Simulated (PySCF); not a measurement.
palladium atom (Pd), singlet (core potentials on Pd). Base run: PySCF with B3LYP/def2-SVPD.

PySCF was given this input:
```python
from pyscf import gto, scf, dft, solvent

mol = gto.Mole()
mol.atom = '''
    Pd    0.00000000    0.00000000    0.00000000
'''
mol.basis = 'def2-svpd'
mol.ecp = {'Pd': 'def2-svpd'}
mol.verbose = 4
mol.build()

mf = dft.RKS(mol)
mf.xc = 'b3lyp'
mf.kernel()
mf.analyze()
```

Base: HOMO-LUMO gap (eV) 2.40.

A changed run: ΔE vs base (kJ/mol) -2.94; HOMO-LUMO gap (eV) 2.31.

Problem. What was changed between the two runs?
(A) model = IEF-PCM; solvent = methanol; vdw_scale = 1.1
(B) model = IEF-PCM; solvent = methanol; vdw_scale = 1.4
(C) model = IEF-PCM; solvent = methanol; vdw_scale = 1.0
(D) model = IEF-PCM; solvent = methanol; lebedev_order = 11
(E) model = IEF-PCM; solvent = tetrahydrofuran

Solution. C, model = IEF-PCM; solvent = methanol; vdw_scale = 1.0

The base is the gas phase, so ΔE is the electrostatic part of solvation at a fixed geometry, without cavity and dispersion terms.
